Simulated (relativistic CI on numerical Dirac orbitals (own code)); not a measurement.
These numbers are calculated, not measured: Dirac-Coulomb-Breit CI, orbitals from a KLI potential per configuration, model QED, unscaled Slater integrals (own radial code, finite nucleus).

The strongest absorption lines from the ground level of an ion, among the configurations computed and to levels below about 686 eV (vacuum wavelength in nm, gf): 3.4379 (0.71), 3.4573 (0.48), 3.4776 (1.2), 3.4907 (0.31), 3.7716 (0.048), 4.3475 (0.21), 4.9891 (0.64), 5.0504 (0.33).

Q: Which ion is it?
A. Pm44+
B. Tb48+
C. Pm42+
D. Tm52+

A: A. Pm44+ has 17 electrons and the ground level 3s2.3p5 2P°_3/2; the strongest line goes to 3s2.3p4.3d 2D_5/2. The pattern of lines fixes the number of electrons, and along that sequence the line energies rise steadily with the charge (about as its square where n changes within one kind of shell, about linearly where n is kept but much faster in heavy ions where fine structure, which grows about as Z⁴, sets the gap, and irregularly where shells cross), which fixes Z. Configurations outside the model, such as inner-shell arrays, can give stronger lines. At this charge energies of transitions that change n are usually good to better than 1 %, and those within a shell (Δn = 0) to a few per cent.

LS names give the leading component of a level, which can be under half, so a name can repeat, a term be missing and a line seem to break the LS rules.
